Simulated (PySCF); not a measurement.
Molecule: `O=C(Cl)c1ccsc1`, C5H3ClOS.

Bonds (- single, = double, # triple, : aromatic): O1=C2 1.187 Å, C2-Cl3 1.791 Å, C2-C4 1.467 Å, C4:C5 1.431 Å, C5:C6 1.364 Å, C6:S7 1.724 Å, S7:C8 1.703 Å, C8:C4 1.379 Å. C5 carries H9; C6 carries H10; C8 carries H11.

Geometry PBE0-D3(BJ)/def2-SVP throughout; GIAO in PySCF 2.14, gas phase, one conformer, non-relativistic; equivalent atoms averaged; functional PBE0.

**Question.** How do the shifts δ (against H2O, TMS, HCl, CS2 at the same level) depend on the basis set? (a selection of nuclei; ppm; last column core-seconds on 1 thread of an Arm Neoverse V1, shared host)

**Answer.** 
| basis set | functions | O1 | C8 | C6 | C4 | C5 | Cl3 | S7 | H11 | H10 | core-s |
| --- | --- | --- | --- | --- | --- | --- | --- | --- | --- | --- | --- |
| STO-3G | 51 | 461.6 | 125.9 | 120.0 | 109.5 | 107.3 | 206.8 | 103.7 | 7.64 | 6.80 | 5 |
| 6-31G | 86 | 529.6 | 142.4 | 130.5 | 133.9 | 123.1 | 379.2 | 200.3 | 8.16 | 7.16 | 9.8 |
| 6-31G* | 126 | 492.4 | 136.5 | 123.5 | 131.0 | 121.8 | 356.5 | 227.9 | 7.93 | 6.89 | 14 |
| pcSseg-1 | 165 | 555.1 | 147.7 | 134.4 | 141.6 | 133.9 | 420.4 | 243.2 | 8.23 | 7.17 | 18 |
| 6-311+G(2d,p) | 250 | 526.2 | 146.1 | 132.2 | 141.7 | 132.0 | 421.3 | 268.0 | 8.59 | 7.38 | 38 |

**Question.** Which nucleus among those listed moves most, in ppm?

**Answer.** Cl3 (chlorine bonded to C): from 206.8 ppm with STO-3G to 421.3 ppm with 6-311+G(2d,p). The smallest spread is 0.58 ppm, at H10. Proton shifts span only some 12 ppm, so a few tenths of a ppm matter as much there as several ppm in carbon.

**Question.** Taking the largest basis, 6-311+G(2d,p) (250 functions), as the yardstick, rank the others by their worst heavy-atom deviation.

**Answer.** pcSseg-1 28.9 ppm (165 functions), 6-31G* 64.8 ppm (126 functions), 6-31G 67.7 ppm (86 functions), STO-3G 214.5 ppm (51 functions).

A small basis that lands close on one nucleus may do so by chance; judge by the trend and by all nuclei.
